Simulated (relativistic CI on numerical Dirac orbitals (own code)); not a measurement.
**Fe⁷⁺: K-beta X-ray emission**

Computed with this model: Dirac-Coulomb-Breit CI, separate exchange-only KLI orbitals for each configuration, QED by a radiative potential, multiplet model of X-ray emission after core ionisation, unscaled Slater integrals; configurations [Ar] 3d → 1s 2s2 2p6 3s2 3p6 3d → [Ne] 3s2 3p5 3d; 300 K; Lorentzian 1.12 eV and Gaussian 1 eV FWHM. Energies are those of the free ion, without screening or charge transfer. S is read from ⟨S²⟩ = S(S + 1).

Field parameters in Wybourne normalisation: D3d B²₀ = −7Dσ, B⁴₀ = −14Dq − 21Dτ, B⁴₃ = −14√(10/7) Dq; Oh B⁴₀ = 21Dq, B⁴₄ = √(5/14) B⁴₀; Td as Oh with Dq negative (B⁴₀ = 21Dq, B⁴₄ = √(5/14) B⁴₀). The field is a parameter set, without covalency.

free ion: ground-state S = 0.50, centroid 7077.52 eV. Peaks (eV, height): 7056.8 (12), 7075.6 (85), 7079.6 (100), 7082.4 (44).

D3d, 10Dq = 35750, Dσ = 300, Dτ = 480 cm⁻¹: ground-state S = 0.50, centroid 7077.34 eV. Peaks (eV, height): 7054.6 (13), 7073.0 (23), 7075.6 (100), 7079.0 (91), 7081.4 (96).

Oh, 10Dq = 32650 cm⁻¹: ground-state S = 0.50, centroid 7077.69 eV. Peaks (eV, height): 7055.2 (11), 7073.6 (25), 7075.8 (90), 7079.4 (100), 7081.6 (82).

Oh, 10Dq = 21000 cm⁻¹: ground-state S = 0.50, centroid 7077.68 eV. Peaks (eV, height): 7055.8 (12), 7075.8 (89), 7079.6 (100), 7081.8 (79).

Td, 10Dq = -7300 cm⁻¹: ground-state S = 0.50, centroid 7077.34 eV. Peaks (eV, height): 7056.4 (14), 7075.6 (100), 7079.6 (90), 7081.8 (67).

Strongest unbroadened transitions for Oh, 10Dq = 21000 cm⁻¹:

| Energy (eV) | Relative strength |
| --- | --- |
| 7055.85 | 54.5 |
| 7075.69 | 78.9 |
| 7075.90 | 85.6 |
| 7076.00 | 62.6 |
| 7076.01 | 89.3 |
| 7078.99 | 37.9 |
| 7079.01 | 89.8 |
| 7079.18 | 39.8 |
| 7079.63 | 100.0 |
| 7079.66 | 87.6 |
| 7079.68 | 57.2 |
| 7080.26 | 72.2 |
| 7081.43 | 48.6 |
| 7081.44 | 64.6 |
| 7081.45 | 44.9 |
| 7082.06 | 73.6 |
| 7082.07 | 81.1 |
| 7082.37 | 60.0 |
